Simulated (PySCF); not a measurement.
C₆H₁₁O₂, SMILES C[CH]CCOC(C)=O, doublet (GFN2-xTB optimised geometry):

```
19

C      3.212    -1.566    -1.547
C      2.498    -0.276    -1.455
C      1.026    -0.196    -1.436
C      0.462    -0.341     0.000
O     -0.961    -0.341     0.000
C     -1.578     0.847     0.000
C     -3.073     0.671    -0.062
O     -1.005     1.903     0.040
H      4.101    -1.476    -2.173
H      2.568    -2.342    -1.957
H      3.561    -1.903    -0.563
H      3.064     0.604    -1.202
H      0.687     0.771    -1.816
H      0.586    -0.992    -2.043
H      0.826     0.481     0.623
H      0.756    -1.300     0.430
H     -3.561     1.534     0.381
H     -3.370     0.600    -1.107
H     -3.365    -0.243     0.446
```

Calculation: unrestricted PBE0/def2-SVP in PySCF.

**Question.** What are the frontier orbital energies (α orbitals alone; a β orbital can be the lowest empty one) and the dipole moment?

**Answer.** HOMO-2 -8.63 eV, HOMO-1 -7.79 eV, HOMO -5.52 eV, LUMO 0.58 eV, LUMO+1 1.95 eV; dipole moment 1.89 D.

On the same geometry PySCF 2.14.0 with unrestricted PBE/def2-SVP gives HOMO-2 -7.06 eV, HOMO-1 -6.03 eV, HOMO -4.12 eV, LUMO -0.51 eV, LUMO+1 1.09 eV; dipole moment 1.84 D.

Meta-Löwdin charges at PBE0/def2-SVP: C1 -0.30, C2 -0.11, C3 -0.19, C4 0.02, O5 -0.35, C6 0.51, C7 -0.34, O8 -0.45, H9 0.11, H10 0.10, H11 0.10, H12 0.10, H13 0.11, H14 0.10, H15 0.11, H16 0.11, H17 0.13, H18 0.13, H19 0.12.
